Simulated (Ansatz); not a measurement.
System (SMILES): [GeH2] (GeH2) (closed-shell singlet).
Atoms: Ge1, H2, H3. Bonds: Ge1-H2, Ge1-H3.

Basis-set convergence of the harmonic zero-point energy at HF with Ansatz (a first-principles code). Each level at its own minimum, finite differences of forces, unscaled; the reference is a large set that could be run, not a limit. All functions are spherical. The program fits the integrals of some runs and decomposes those of others, by size. A restricted Hartree-Fock determinant is unstable towards unrestricted orbitals. No added dispersion term, no relativity. Reference: the value in def2-QZVPPD, 7.22 kcal/mol. Deviations are taken from unrounded values.

```tsv
basis	functions	harmonic zero-point energy (kcal/mol)
cc-pVDZ	37	7.25
aug-cc-pVDZ	54	7.21
pcseg-1	37	7.26
aug-pcseg-1	54	7.26
def2-SVP	42	7.30
def2-SVPD	54	7.28
def2-TZVP	60	7.24
def2-TZVPD	72	7.24
cc-pVTZ	71	7.22
aug-cc-pVTZ	105	7.21
pcseg-2	71	7.22
aug-pcseg-2	105	7.22
def2-TZVPP	76	7.22
def2-TZVPPD	88	7.22
def2-QZVPP	149	7.22
def2-QZVPPD	161	7.22
```

What the diffuse functions change, pair by pair:
- cc-pVDZ to aug-cc-pVDZ: 17 more functions, deviation 0.02 to -0.02 kcal/mol
- pcseg-1 to aug-pcseg-1: 17 more functions, deviation 0.04 to 0.04 kcal/mol
- def2-SVP to def2-SVPD: 12 more functions, deviation 0.08 to 0.06 kcal/mol
- def2-TZVP to def2-TZVPD: 12 more functions, deviation 0.02 to 0.02 kcal/mol
- cc-pVTZ to aug-cc-pVTZ: 34 more functions, deviation 0.00 to -0.01 kcal/mol
- pcseg-2 to aug-pcseg-2: 34 more functions, deviation 0.00 to 0.00 kcal/mol
- def2-TZVPP to def2-TZVPPD: 12 more functions, deviation 0.00 to 0.00 kcal/mol
- def2-QZVPP to def2-QZVPPD: 12 more functions, deviation 0.00 to 0.00 kcal/mol

Leaving out the reference's own pair, they bring the value nearer the reference by more than 0.01 kcal/mol in 1 of 7 pairs.
